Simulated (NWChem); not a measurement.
AlGeH3Cl2; SMILES [Cl][Al]([Cl])[GeH3]

Computed with NWChem. Medium grid unless said otherwise, to which SCAN and Minnesota functionals are sensitive. Structure relaxed at the PBE0/def2-SVP level.

Problem. Order these by “orbital gap (eV)”, lowest first: B3LYP/def2-SVP; M06-2X/def2-SVP; PBE/def2-SVP; LC-BLYP (range parameter 0.33 per bohr)/def2-SVP.

Solution. PBE/def2-SVP (4.70), B3LYP/def2-SVP (6.17), M06-2X/def2-SVP (8.20), LC-BLYP (range parameter 0.33 per bohr)/def2-SVP (10.52)
